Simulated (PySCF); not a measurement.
## Potential energy of SbS along the bond

Set-up: Sb def2-SVPD with ECP28, S def2-SVPD; scalar-relativistic core potentials (PySCF 2.14). Energies in eV from Sb + S in their ground configurations at the same level. All curves are PBE0. state 1: ²Π (doublet), unpaired electrons π ↑; state 2: ⁴Π (quartet), unpaired electrons π ↑↑↑, a second solution, started from another occupation; state 3: sextet, unpaired electrons σ ↑, π ↑↑↑↑, a second solution, started from another occupation.

```
R (Å)  state 1  state 2  state 3
1.925   -1.644    1.894   9.7032
2.014   -2.604    0.397   7.6436
2.104   -3.125   -0.621   5.9890
2.171   -3.307   -1.149   4.9673
2.238   -3.355   -1.520   4.1077
2.305   -3.302   -1.767   3.3859
2.395   -3.122   -1.949   2.6023
2.507   -2.812   -2.003   1.8568
2.641   -2.416   -1.902   1.2210
2.820   -1.904   -1.607   0.6777
```

Q: Put a parabola through the three lowest points of the state 1 curve and estimate Re, k and ωe (reduced mass 25.29 u; 1 eV/Å² = 0.16022 mdyn/Å; ωe = 1302.8·√(k/μ) cm⁻¹).

A: Through R = 2.171, 2.238, 2.305 Å the second-order coefficient is 11.2 eV/Å², so Re ≈ 2.236 Å, k ≈ 3.60 mdyn/Å and ωe ≈ 492 cm⁻¹. A polynomial fit of higher order to the unrounded PBE0 energies gives Re = 2.233 Å, k = 3.69 mdyn/Å, ωe = 498 cm⁻¹; anharmonicity and rounding make the difference.

The higher-order fit for each curve: state 1: Re = 2.233 Å, ωe = 498 cm⁻¹, De = 3.36 eV; state 2: Re = 2.490 Å, ωe = 343 cm⁻¹, minimum 2.00 eV below the ground-state fragments. State 3 gave no clean fit.

⟨S²⟩ of the unrestricted solution departs from its pure value on part of the curve, where spin states mix. These are scalar-relativistic numbers at best; spin–orbit coupling would shift them, the dissociation energy most. The state is the lowest determinant that a PBE0 search found; another state may lie lower at other levels.
